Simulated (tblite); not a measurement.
`CN[SiH2][Si]([SiH3])([SiH3])[SiH2]O`. The geometry is computed with GFN2-xTB (gas phase).

```
atom  x, y, z in Å
C1     2.9098    0.4457    0.0641
N2     2.2706    0.4417   -1.2273
Si3    1.0073   -0.6570   -1.6426
Si4   -0.7106   -0.3028   -0.0963
Si5   -0.2553   -1.4661    1.8981
Si6   -2.7444   -1.0837   -0.9647
Si7   -0.8879    1.9726    0.3778
O8    -2.2441    1.9037    1.2904
H9     2.1651    0.2363    0.8306
H10    3.3488    1.4257    0.2645
H11    3.7012   -0.3094    0.1463
H12    2.9240    0.6976   -1.9524
H13    1.4404   -2.0699   -1.6730
H14    0.7549   -0.2929   -3.0404
H15   -1.4445   -1.8458    2.6651
H16    0.5908   -0.7127    2.8358
H17    0.4751   -2.7157    1.6484
H18   -3.8562   -0.9513   -0.0201
H19   -2.6923   -2.5070   -1.3226
H20   -3.1684   -0.3862   -2.1846
H21   -1.1248    2.9048   -0.7344
H22    0.1697    2.6144    1.1747
H23   -2.6340    2.6849    1.6727
```

(1) Which two atoms are farthest apart?

(2) Work out the bond lengths N2–Si3, Si3–H14, Si4–Si5, Si4–Si7, Si6–H20, Si7–O8, Si7–H21, Si7–H22 in Å.

(3) Where is the centre of mass (commonest isotopes), and what is the radius of gyration?

(4) Give the dihedral angles Si3–Si4–Si6–H18, Si5–Si4–Si6–H19, Si5–Si4–Si6–H20.

(5) How far apart are these pairs, which share no bond: N2···H19, Si6···H14, H12···H13, H15···H16?

(6) What are the angles N2–Si3–H14, H13–Si3–H14, Si5–Si4–Si7, H15–Si5–H17, Si4–Si5–H17, Si4–Si6–H20, Si4–Si7–H21, Si7–O8–H23?

(7) What is the repulsion energy of the bare nuclei, Σ ZA·ZB/RAB?

(8) Write the matrix of distances between heavy atoms (Å, lower triangle).

## Answers

(1) H10···H18 and H11···H18, 7.592 Å down to 7.586 Å.

(2) For N2–Si3 the difference vector is (-1.2633, -1.0987, -0.4153) Å, of length 1.7250 Å. N2–Si3 1.725; Si3–H14 1.466; Si4–Si5 2.353; Si4–Si7 2.331; Si6–H20 1.468; Si7–O8 1.636; Si7–H21 1.470; Si7–H22 1.472 Å.

(3) Mass 197.000 u; centre at (-0.350, -0.011, -0.038) Å; Rg = √(Σ m r²/M) = 2.489 Å. As Ia + Ib + Ic = 2 Σ m r², the three principal moments sum to 2440.1 u·Å².

(4) Si3–Si4–Si6–H18 177° (antiperiplanar); Si5–Si4–Si6–H19 -63° (synclinal); Si5–Si4–Si6–H20 177° (antiperiplanar). Dihedral signs follow IUPAC: positive where, seen along the central bond, the front bond turns clockwise onto the rear one.

(5) N2···H19 5.774 Å (4 bonds apart); Si6···H14 4.145 Å (3 bonds apart); H12···H13 3.152 Å (3 bonds apart); H15···H16 2.336 Å (2 bonds apart).

(6) From the scalar product of the two bond vectors; for N2–Si3–H14 it is -0.4993 Å² over 1.7250 × 1.4663 Å², cos θ = -0.1974. N2–Si3–H14 101.4°; H13–Si3–H14 105.6°; Si5–Si4–Si7 109.0°; H15–Si5–H17 105.8°; Si4–Si5–H17 111.9°; Si4–Si6–H20 113.6°; Si4–Si7–H21 118.5°; Si7–O8–H23 121.9°.

(7) 837.47 Eh over 253 pairs, with full nuclear charges and distances in bohr; the largest single term is 44.50 Eh (Si4 with Si7).

(8) 
```
C1    0.000
N2    1.441  0.000
Si3   2.784  1.725  0.000
Si4   3.700  3.274  2.338  0.000
Si5   4.128  4.448  3.845  2.353  0.000
Si6   5.947  5.248  3.836  2.345  3.813  0.000
Si7   4.105  3.860  3.820  2.331  3.813  3.820  0.000
O8    5.495  5.372  5.073  3.024  3.960  3.776  1.636  0.000
```

Its GFN2-xTB frequencies are all real (lowest 16 cm⁻¹). One conformer, not necessarily the lowest. 3 starts were optimised and ended at 0.00, 0.99 and 1.88 kcal/mol (GFN2-xTB); the lowest of these is shown.

Hardware: one thread, Arm Neoverse N1 (aarch64), shared host with 64 logical CPUs at a one-minute load of 58. Cost: 2.8 s wall. This is the geometry optimisation.
